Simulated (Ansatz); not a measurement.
C2H6Cd, charge +1, doublet, at a GFN2-xTB geometry (such geometries of metal compounds can be far from the true shape) (a state made from the parent by changing its charge; the spin is typed, not shown lowest) (core potentials on Cd); WB97X/def2-SVPD in Ansatz (a program for electronic structure).

Here is a job for Ansatz.
Ansatz 0.2 input:
```yaml
crystal:
  periodic: [false, false, false]
  atoms:
    - {symbol: Cd, position_ang: [-0.00037268, 0.00343970, 0.00023157]}
    - {symbol: C, position_ang: [1.73182186, 0.27276271, -1.39398400]}
    - {symbol: H, position_ang: [2.38256325, -0.58009537, -1.20848620]}
    - {symbol: H, position_ang: [2.17886356, 1.22547614, -1.11533101]}
    - {symbol: H, position_ang: [1.29760715, 0.27539917, -2.39231866]}
    - {symbol: C, position_ang: [-1.72996139, -0.28993399, 1.39282796]}
    - {symbol: H, position_ang: [-2.18648018, -1.22965941, 1.08664593]}
    - {symbol: H, position_ang: [-2.37381884, 0.57386956, 1.23647050]}
    - {symbol: H, position_ang: [-1.29200896, -0.32706786, 2.38884011]}
basis:
  gaussian:
    orbitals: def2-SVPD
hamiltonian:
  xc: {name: wB97X}
total_charge: 1
magnetization: {spin_polarized: true, initial_magnetization: 1}
```

### Question
Predict the main parts of the log of this Ansatz run.

### Answer

```
Functional definition: wB97X
1063 factors; their error is unknown
407 factors; integrals over basis functions are off by at most 5.8e-6 eV
mean field evaluation 1: about -6719.3242 eV, gradient 3.4e1 eV
mean field evaluation 2: about -6722.5324 eV, gradient 2.4e1 eV
mean field evaluation 4: about -6725.3652 eV, gradient 9.4e-1 eV
mean field evaluation 8: about -6725.3893 eV, gradient 2.2e-2 eV
mean field evaluation 16: about -6725.4463 eV, gradient 2.1e-5 eV
mean field -6725.44626133 eV, -247.1555914325 hartree, gradient 2.0e-5 eV, S^2 0.810454; 1 other end points of the search recorded, 0 dependent functions left out
reference -6725.44622527 eV, -247.1555901076 hartree; 19, 18 occupied and 103, 104 virtual orbitals, 1063 factors
Total energy: -6725.44622527 eV, -247.1555901076 hartree
```
